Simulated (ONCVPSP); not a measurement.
**An all-electron radial function and its pseudo partner (lanthanum (La))**

Columns: radius, all-electron u(r) and pseudo u(r) of the 5p shell (level -20.93 eV) of lanthanum in the configuration [Kr] 4d10 5s2 5p6 5d2 6s1; PBE, scalar-relativistic, ONCV scheme, ONCVPSP 4.0.1.

```
r (bohr)  all-electron  pseudo
   0.180        0.2745  0.0232
   0.360       -0.1229  0.0910
   0.540       -0.4473  0.1978
   0.720       -0.2355  0.3330
   0.900        0.1594  0.4805
   1.080        0.5037  0.6208
   1.260        0.7286  0.7342
   1.440        0.8394  0.8061
   1.620        0.8633  0.8302
   1.800        0.8297  0.8097
   1.980        0.7627  0.7544
   2.160        0.6801  0.6779
   2.340        0.5932  0.5930
   2.520        0.5093  0.5093
   2.700        0.4321  0.4321
   2.880        0.3633  0.3633
   3.060        0.3033  0.3033
   3.240        0.2519  0.2519
   3.420        0.2083  0.2083
   3.600        0.1717  0.1717
   3.780        0.1411  0.1411
   3.960        0.1157  0.1157
   4.140        0.0947  0.0947
   4.320        0.0774  0.0774
   4.500        0.0631  0.0631
   4.680        0.0514  0.0514
```

Q: How many radial nodes do the two functions have?

A: The all-electron 5p function has n − l − 1 = 3 (the table is too coarse to show those close to the nucleus); the pseudo-wave has 0, since the states of the same l below it are removed with the core.

Q: At about which radius was the pseudo-wave matched?

A: 2.55 bohr. The columns agree to 0.0005 from 2.34 bohr on; several derivatives are matched, so the curves merge somewhat inside the radius.

Q: Where does each function peak?

A: Outermost all-electron maximum near 1.62 bohr, pseudo maximum near 1.62 bohr (to the table’s step).

Q: Is the pseudo-wave norm-conserving?

A: Yes: the ONCV scheme keeps the norm inside the radius equal to the all-electron one, which fixes the energy derivative of the logarithmic derivative at the level.
